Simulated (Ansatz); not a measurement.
Molecule: sum formula SiOF3, charge -1, multiplicity 1. It need not be the lowest isomer of its formula. Whether it binds its extra electron was not tested at this geometry. SMILES: [Si](F)(F)(F)[O-]
Geometry from a B3LYP-D3(BJ)/def2-TZVP (Ansatz, an electronic-structure program) optimisation:
```
Si
O 1 1.5342
F 1 1.6280 2 117.51
F 1 1.6280 2 117.51 3 -120.00
F 1 1.6280 2 117.51 3 120.00
```
Charge -1, spin multiplicity 1.

Parts of the frozen-core correlation energy in 6-31G (Ansatz, hartree). Frozen orbitals: 9; correlated occupied orbitals by spin: 16 and 16; virtual: 24 and 24. Spin-orbit coupling is left out. Non-relativistic.

| term | value |
|---|---|
| reference (HF) | -662.18835 |
| MP2 opposite-spin | -0.39738 |
| MP2 same-spin | -0.15100 |
| CCSD correlation | -0.54206 |
| (T) | -0.00836 |
| T1 diagnostic | 0.013 |
| largest doubles amplitude | 0.034 |
